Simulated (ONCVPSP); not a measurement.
Which change was made? (N, ONCV)

ONCVPSP 4.0.1 input, shortened (lines: element, Z, core and valence counts, functional; n l f; lmax; l rc ep ncon nbas qcut; lloc lpopt rc5 dvloc0; l nproj debl; icmod fcfact rcfact), PW91, scalar-relativistic:

```
  N 7.00    1    2  -109134      upf
    1    0    2.00
    2    0    2.00
    2    1    2.00
    1
    0    0.70    0.00    4    7    9.20
    1    1.35    0.00    3    7   12.00
    4    5    0.50    2.00
    0    2    1.80
    1    1    3.90
    1    0.35    0.00
```

Cutoffs, loose and tight: the cutoffs (Ha) at which the residual kinetic energy of the hardest occupied pseudo-wave falls to 1 and 0.1 mHa per electron. They do not see the model core or the augmentation charge, which bear on the density cutoff. Test errors are all-electron minus pseudo excitation energies from the reference, over the configurations 2s2 2p3; 2s2 2p1; 2s2 2p0; 2s1 2p4; variants that change the core or the reference have their own tests.

The base gives: outcome: generated; cutoff, loose: 174 Ha; cutoff, tight: 248 Ha; bound ghosts: s; GHOST(+) flags above zero: none; largest test error (meV): +167.

Q: After one change the result is: outcome: generated; cutoff, loose: 33 Ha; cutoff, tight: 100 Ha; bound ghosts: none; GHOST(+) flags above zero: s; largest test error (meV): +263. Which change was it?
A. p: qcut 16.1
B. s: ncon 3, nbas 6
C. all radii but the core radius scaled by about 1.12 (s 0.78, p 1.52 bohr); local potential polynomial inside 0.56 bohr (lpopt 5, dvloc0 2 Ha)
D. reference 2s2 2p3

A: C. The others give: p: qcut 16.1 → outcome: generated; cutoff, loose: 174 Ha; cutoff, tight: 248 Ha; bound ghosts: s; GHOST(+) flags above zero: none; largest test error (meV): +124 | s: ncon 3, nbas 6 → outcome: generated; cutoff, loose: 38 Ha; cutoff, tight: 184 Ha; bound ghosts: s; GHOST(+) flags above zero: none; largest test error (meV): +161 | reference 2s2 2p3 → outcome: generated; cutoff, loose: 164 Ha; cutoff, tight: 246 Ha; bound ghosts: s; GHOST(+) flags above zero: none; largest test error (meV): +222.
